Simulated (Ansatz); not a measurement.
Consider the atomization: `N[Si](F)(F)Br` → Br• + 2 F• + 2 H• + N• + Si•.

Computed with Ansatz on PBE0-D4/def2-TZVP structures; ΔE is electronic, products minus reactants. CCSD(T)/CBS adds triple-zeta CCSD(T) − MP2 to the extrapolated MP2 energy (def2 sets, frozen cores). This one scheme is used for every species, atoms too. For atomizations the MP2-based limit and the directly extrapolated one differ by several kJ/mol either way, and by 10 to 25 for some Ge, Se and Sn compounds, so smaller differences from it don't rank the levels. DFT in def2-TZVPP. Open shells (•) are unrestricted, without spin–orbit coupling. Spin–orbit coupling would lower the free atoms: a little for F, Si; clearly for Br. For Br outer-core shells are correlated without core-valence functions, so the limit isn't a true one: a few kJ/mol of doubt a bond, and 10 to 20 or more in all where bonds break to atoms. Scalar relativity is left out up to krypton. Each species was taken in one conformer, which may not be the lowest.

```
     level  ΔE (kJ/mol)
    PBE-D4       2747.2
r2SCANh-D4       2683.3
```

**Question.** What does CCSD(T)/CBS give? (Best estimate.)

**Answer.** The calculation gave: +2731.0 kJ/mol. The listed levels differ from it by 16.2, -47.7 kJ/mol.

Largest T1 diagnostic among the species: 0.012.

From BLYP to BHLYP (50 % exact exchange), in def2-TZVPP and without D4, ΔE moves by −85.8 kJ/mol: exact exchange takes away binding that semilocal exchange gives to molecules. At CCSD(T), def2-SVP lies −285.5 kJ/mol from the extrapolated value and def2-TZVPP −104.6 kJ/mol: correlation converges slowly with the basis, and small sets miss more of it in the bonded molecule than in its fragments. Leaving LDA and LC-ωPBE aside and taking each functional with its dispersion term where it has one, the values, not all of them listed here, spread over 151.6 kJ/mol, from BHLYP-D4 to PBE-D4. LDA lies +390.0 kJ/mol from PBE without D4, its usual overbinding.
